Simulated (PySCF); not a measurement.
B3LYP has the VWN-RPA correlation part, as in Gaussian. Excitations are Tamm–Dancoff values on a coarser integration grid. The basis has no diffuse functions, so Rydberg states are missing or too high.

Z-matrix (Å, degrees):
```
Ga
O 1 1.7796
H 2 0.9601 1 115.32
O 1 1.7796 2 120.01 3 0.02
H 4 0.9601 1 115.32 2 179.92
O 1 1.7796 2 120.00 3 -179.97
H 6 0.9601 1 115.31 2 -0.07
```
Charge 0, multiplicity 1.

Task: Estimate the HOMO, brightest of the four lowest singlets (TDA) and LUMO that B3LYP-D3(BJ)/def2-TZVP // M06-2X/def2-TZVP (PySCF) returns for this input.

Result: 
```
Quantity                                       Result
-------------------------------------------  --------
HOMO                                         -8.65 eV
brightest of the four lowest singlets (TDA)   7.00 eV
LUMO                                         -1.31 eV
```
